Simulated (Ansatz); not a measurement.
Basis-set extrapolation for C$_{2}$H$_{5}$FO$_{2}$Si, SMILES `C=C[Si](O)(O)F` (PBE0-D4/def2-TZVP geometry, frozen core, Ansatz 0.2.0). Multiplicity 1, RHF reference.

```tsv
	def2-TZVPP	def2-QZVPP
HF	-617.081517	-617.106769
MP2 correlation	-1.161299	-1.255919
CCSD(T) correlation	-1.231253	not run
```

Energies in hartree. Use E(X) = E(∞) + A·exp(−7.88·√X) for Hartree–Fock and E(X) = E(∞) + B·X^(−2.97) for correlation, with X = 3 and 4, and add CCSD(T) minus MP2 of the smaller set to the MP2 limit.

**Question.** What is the CCSD(T) energy at the basis-set limit?

**Answer.** HF limit: -617.106769 + (-0.025252) × 0.13774 = -617.11025. MP2 limit: -1.255919 + (-0.094620) × 0.74074 = -1.32601. Higher-order term: -1.231253 − (-1.161299) = -0.06995. Total: -618.50621 hartree, 5.26 eV below CCSD(T)/def2-TZVPP.
